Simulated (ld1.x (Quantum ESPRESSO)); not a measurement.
# What one change does to a pseudopotential (Ne, TM)

ld1.x (Quantum ESPRESSO) 7.5 input, shortened:

```
&input
   title='Ne', zed=10., rel=1, dft='PBESOL', iswitch=3,
   config='[He] 2s2 2p5 3d-2'
 /
 &inputp
   pseudotype=2, tm=.true., lloc=-2, rcloc=0.85,
   nlcc=.true., new_core_ps=.true., rcore=0.40
 /
3
2S  1  0   2.00   0.00  0.60  0.60  0.0
2P  2  1   5.00   0.00  1.60  1.60  0.0
3D  3  2  -2.00   0.05  1.70  1.70  0.0
 &test
   configts(1)='2s2 2p5'
 /
```

Change: all radii but the core radius scaled by about 1.27 (s 0.76, p 2.04, d 2.16 bohr); local potential all-electron potential smoothed inside 1.08 bohr (lloc = -2).

Cutoffs: the cutoffs (Ry, on a coarse ladder) from which the occupation-weighted sum of valence levels, in a spherical-Bessel basis at the reference potential, stays within 10 and 1 mRy of its value at 400 Ry; they do not see the model core or the augmentation charge, which bear on the density cutoff. Errors are all-electron minus pseudo energies relative to the spin-unpolarised reference configuration.

Question: What does the change do?

Answer: Of the 6 tests that both files solve, the error grows in 6 and shrinks in 0 by more than 15 % and 0.3 meV (median size 115.8 → 340.3 meV); neither file shows a bound ghost at the reference potential, the only one tested. More of the atom is replaced by a form fitted at one configuration, so other configurations suffer.

```csv
quantity,base,changed
"cutoff, loose",230 Ry,160 Ry
"cutoff, tight",over 300 Ry,260 Ry
loose cutoff by channel (10 mRy a level),"s 120 Ry, p 60 Ry","s 100 Ry, p 40 Ry"
bound ghosts,none,none
"error for 2s2 2p6, meV [ΔE -22.40 eV]",+50,+181
"error for 2s2 2p4, meV [ΔE 43.16 eV]",+181,+500
"error for 2s2 2p3, meV [ΔE 110.45 eV]",+1147,+2831
"error for 2s2 2p5.5, meV [ΔE -13.57 eV]",+19,+63
"error for 2s2 2p2, meV [ΔE 204.88 eV]",+3725,+8432
"error for 2s1 2p6, meV [ΔE 23.27 eV]",+19,-78
```

Changed file: These tests converged, but a pseudo level misses the all-electron one widely, so the file describes the atom poorly there or has found another state: 2s2 2p2: 2p by 7.8 eV.
